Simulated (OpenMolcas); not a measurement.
An atom or ion with 12 electrons was computed by SS-RASPT2, IPEA 0.25 Eh, imaginary shift 0.1 Eh with spin-orbit coupling (OpenMolcas, ANO-RCC-VQZP, DKH2). The lowest levels that the run gave, each within 12 % of the measured value where one is at hand:

```csv
J,Parity,E (cm-1),g
0,even,0.0,
0,odd,21565,
1,odd,21580,1.501
2,odd,21612,1.501
1,odd,35557,1.000
```

Q: Which ion is it, and what are the configurations and terms?

A: Mg I (Z = 12, neutral; active space 2 electrons in 9 orbitals (RAS2 3s 3p; RAS3 3d, at most 2 electrons)). J, parity and g give the terms where levels are pure, and mixed ones are named by the computed weights; the size of the splittings, set against known spectra of the 12-electron sequence, gives the charge. In order, with the measured energies in cm-1 (NIST Handbook of Basic Atomic Spectroscopic Data): 3s2 1S0, 3s 3p 3P* 0 (21850), 3s 3p 3P* 1 (21870), 3s 3p 3P* 2 (21911), 3s 3p 1P* 1 (35051).

Active for correlation alone: 3d; no level in the range computed is led by a configuration that fills it, so any true level of that kind is missing. Computed and measured levels are paired by configuration, term and J; levels that our copy of the source lacks, or whose pairing is in doubt (as where it misses far off the trend of its configuration), stay unpaired and out of the deviations. Levels of configurations outside the active space are missing.

* marks odd parity.
